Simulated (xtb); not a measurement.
C8H16O2, SMILES O=C(OC(C)(C)C)C(C)C. All values are semi-empirical tight-binding results from xtb (GFN2-xTB unless named), good for trends rather than for accurate numbers. Geometry: GFN2-xTB. The values are those of a single conformer.

| Property | Result |
|---|---|
| point group as xtb finds it | Cs |
| orbital gap | 4.77 eV |
| dipole moment | 2.60 D |
| zero-point energy | 142.4 kcal/mol |
| G − E(el) at 298.15 K (modified RRHO) | 118.6 kcal/mol |
| static polarisability (D4 model) | 104.4 bohr³ |
| solvation energy, GFN2-xTB/ALPB(water) | -4.3 kcal/mol |
| solvation energy, GFN2-xTB/ALPB(hexane) | -8.6 kcal/mol |

Computed IR lines (harmonic; lines under 4 % of the strongest left out, lines within 3 cm⁻¹ merged):
ν (cm⁻¹): 716 (w), 871 (w), 1077 (m), 1192 (s), 1228 (m), 1248 (w), 1259 (w), 1394 (w), 1504 (w), 1768 (vs), 2960 (w), 3029 (w), 3033 (m), 3037 (w), 3042 (w), 3046 (m), 3056 (m) (against the strongest line: vs over 80 %, s over 45 %, m over 15 %, w over 4 %, vw less)
